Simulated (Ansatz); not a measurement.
Total energies of BrFH₂OSn (`[OH][SnH]([F])[Br]`).

```xyz
6

O     1.2377    0.0510    0.9757
Sn   -0.4664    0.0176    0.0585
F    -0.5931    1.6676   -0.8944
Br   -0.4405   -1.6984   -1.6912
H     1.9961    0.0594    0.3853
H    -1.7338   -0.0971    1.1662
```

Total charge 0; spin multiplicity 1. Correlated methods include outer-core shells of Br, Sn, which these sets cover unevenly. Scalar relativity is left out up to krypton. Sn takes the def2 core potential. The structure was optimised at the PBE0-D4/def2-TZVP level. It is one conformer, not always the lowest. Basis def2-TZVPP, Ansatz 0.2.0.

RPA on PBE orbitals: Hartree–Fock energy of these orbitals -2961.34371 Eh, correlation -1.59469 Eh (frozen core).

| functional | energy without D4 (Eh) | D4 term (kJ/mol) |
| --- | --- | --- |
| B97M-V | -2964.38543 | – |
| ωB97X-V | -2964.59034 | – |

Give the same for LDA (SPW92), PBE, revPBE, BLYP, r2SCAN, PBE0, B3LYP, r2SCANh, r2SCAN0, HSE06 (plane-wave form), BHLYP, CAM-B3LYP, LC-ωPBE, ωB97M-V, B2PLYP, PBE-QIDH. (Best estimate.)

Computed: 
```tsv
functional	energy without D4 (Eh)	D4 term (kJ/mol)
LDA (SPW92)	-2959.82763	–
PBE	-2964.33953	-13.2
revPBE	-2964.66621	-31.6
BLYP	-2964.85600	-27.8
r2SCAN	-2964.89461	-3.0
PBE0	-2964.43447	-11.3
B3LYP	-2965.00382	-21.7
r2SCANh	-2964.87071	-3.3
r2SCAN0	-2964.83654	-3.7
HSE06 (plane-wave form)	-2964.43005	-10.8
BHLYP	-2964.74891	-20.0
CAM-B3LYP	-2964.96844	-11.8
LC-ωPBE	-2964.48843	–
ωB97M-V	-2964.66521	–
B2PLYP	-2964.21247	–
PBE-QIDH	-2963.91034	–
```

B3LYP takes the VWN-RPA correlation (the form of Gaussian; ORCA's B3LYP/G). HSE06 is the plane-wave form, built on full-range PBE exchange. The double hybrids freeze the cores in their second-order part.

LC-ωPBE has ω = 0.4 bohr⁻¹.
